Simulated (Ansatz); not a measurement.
Species: ICl, net charge 1, doublet state. 
Geometry from a B3LYP-D3(BJ)/def2-TZVP (Ansatz, a quantum-chemistry and plane-wave program) optimisation:
```xyz
2

Cl     0.0000     0.0000    -1.7065
I      0.0000     0.0000     0.5474
```
Charge +1, spin multiplicity 2.

Basis-set convergence of Hartree-Fock and CCSD correlation energies (hartree) with Ansatz. Cores are frozen in the correlated levels unless marked. UHF or UKS for open shells. Spin-orbit coupling is left out. Frozen are the shells of the preceding noble gas and the d and f shells that filled before the atom's block. In def2 rows, elements after Kr have scalar-relativistic effective core potentials.

| basis | functions | E(HF) | E(corr, CCSD) |
|---|---|---|---|
| def2-SVPD | 62 | -755.64352 | -0.25575 |
| def2-TZVPPD | 110 | -755.81596 | -0.33730 |
| def2-QZVPPD | 170 | -755.83153 | -0.36796 |

Extrapolating the two largest sets (X = 3 and 4) as X^-3: E(corr) = (64·(-0.36796) - 27·(-0.33730))/37 = -0.3903 Eh, an estimate of the basis-set limit. The largest set recovers 94.3 % of it, the smallest 65.5 %.
